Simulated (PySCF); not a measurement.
PySCF 2.14 output of an unrestricted PW91 calculation on a single atom or ion in aug-cc-pVDZ-PP with ECP28MDF, with a scalar-relativistic core potential:

```
SCF conv_tol = 1e-09
number electrons alpha = 12  beta = 9
    J. P. Perdew. In P. Ziesche and H. Eschrig, editors, Proceedings of the 75. WE-Heraeus-Seminar and 21st Annual International Symposium on Electronic Structure of Solids, 11. Berlin, 1991. Akademie Verlag.
    J. P. Perdew, J. A. Chevary, S. H. Vosko, K. A. Jackson, M. R. Pederson, D. J. Singh, and C. Fiolhais.,  Phys. Rev. B 46, 6671 (1992)
    J. P. Perdew, J. A. Chevary, S. H. Vosko, K. A. Jackson, M. R. Pederson, D. J. Singh, and C. Fiolhais.,  Phys. Rev. B 48, 4978 (1993)
    J. P. Perdew. In P. Ziesche and H. Eschrig, editors, Proceedings of the 75. WE-Heraeus-Seminar and 21st Annual International Symposium on Electronic Structure of Solids, 11. Berlin, 1991. Akademie Verlag.
    J. P. Perdew, J. A. Chevary, S. H. Vosko, K. A. Jackson, M. R. Pederson, D. J. Singh, and C. Fiolhais.,  Phys. Rev. B 46, 6671 (1992)
    J. P. Perdew, J. A. Chevary, S. H. Vosko, K. A. Jackson, M. R. Pederson, D. J. Singh, and C. Fiolhais.,  Phys. Rev. B 48, 4978 (1993)
cycle= 1 E= -213.555888057219  delta_E= -0.00639  |g|= 0.0233  |ddm|= 1.03
cycle= 2 E= -213.55633127338  delta_E= -0.000443  |g|= 0.0103  |ddm|= 0.159
cycle= 3 E= -213.5564497895  delta_E= -0.000119  |g|= 0.00159  |ddm|= 0.0598
cycle= 4 E= -213.556513455186  delta_E= -6.37e-05  |g|= 0.000497  |ddm|= 0.0789
cycle= 5 E= -213.556519307706  delta_E= -5.85e-06  |g|= 2.69e-05  |ddm|= 0.0308
cycle= 6 E= -213.556519307438  delta_E= 2.68e-10  |g|= 9.34e-06  |ddm|= 0.000806
converged SCF energy = -213.556519307438  <S^2> = 3.7505615  2S+1 = 4.0002807
```

The run itself started from symmetry-adapted Hartree-Fock orbitals and held the occupation by maximum overlap, on a logarithmic radial grid, so the iterations belong to that start.

Question: Which element, charge and spin multiplicity is this?

Answer: Sn⁺ (tin, charge +1), multiplicity 4; the state was [Kr] 4d10 5s1 5p1 6s1, high-spin 4P determinant (an excited configuration).

Energies and moments cover only the electrons outside the core potential. The outer electron is Rydberg-like, and this basis confines it to a smaller radius and binds it less than a complete one would.
